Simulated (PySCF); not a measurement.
Correlation energy of I²⁺ (iodine, charge +2)

[Kr] 4d10 5s2 5p3, high-spin 4S determinant. All numbers are calculated (PySCF 2.14, scalar relativity through the core potential, in def2-TZVPPD with the def2 core potential (28 electrons) (7s6p4d2f, 59 functions)). Frozen: nothing; 23 electrons correlated.

```tsv
level	correlation energy (mhartree)
CCSD	-472.10
(T)	-7.83
CCSD(T)	-479.93
```

Diagnostics: T1 = 0.0039, D1 = 0.0138, largest double amplitude 0.038.

Cost of the coupled-cluster step: roughly 25 core-seconds, for 23 correlated electrons.

The basis has no tight functions for the innermost shells, so their pair energies are far from complete.

This basis was not built for core-valence correlation, so the inner-shell part is incomplete.
